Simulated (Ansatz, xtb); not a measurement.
# A geometry optimisation of FGaH2P with r2SCAN-D4/def2-SVP

The starting geometry of this gas-phase doublet has its atoms placed at random.

```yaml
atoms:
  - { symbol: F, position_ang: [0.8541, -0.6470, -0.4484] }
  - { symbol: Ga, position_ang: [-1.2414, 0.0457, -0.7701] }
  - { symbol: P, position_ang: [0.1334, -0.2313, 1.1564] }
  - { symbol: H, position_ang: [1.5004, -0.7627, 0.1072] }
  - { symbol: H, position_ang: [-0.2587, 1.2931, -1.1798] }
```

**Question.** Guess where an optimisation with r2SCAN-D4/def2-SVP ends from this start.

**Answer.** It ends as a structure given below by its coordinates. Distances that change by over a tenth: F1–H4 (0.86 → 0.98 Å). Contacts that open: F1–P3 (1.81 → 3.00 Å).

The energy falls by 4.25 eV over 14 steps:

| step | E − E(last) (eV) |
| --- | --- |
| 1 | 4.247 |
| 2 | 3.180 |
| 4 | 2.035 |
| 5 | 1.237 |
| 7 | 0.255 |
| 8 | 0.042 |
| 10 | 0.004 |
| 11 | 0.001 |
| 13 | 0.000 |
| 14 | 0.000 |

Final geometry (Å):

| atom | x (Å) | y (Å) | z (Å) |
| --- | --- | --- | --- |
| F | 1.5179 | -0.4165 | -0.7232 |
| Ga | -0.5257 | 0.4518 | -0.3361 |
| P | -0.3964 | -0.5399 | 1.5868 |
| H | 1.1783 | -0.9458 | 0.0311 |
| H | -0.7863 | 1.1482 | -1.6933 |

From the same start GFN2-xTB ends elsewhere, at `[F][GaH][PH]`.

From so rough a start the end depends on the optimiser's path, so another program may land elsewhere. The end wasn't checked by frequencies. Open shells are spin-unrestricted. Run with Ansatz 0.2.0, 2.9 min on 1 thread of Arm Neoverse V1 (shared host).
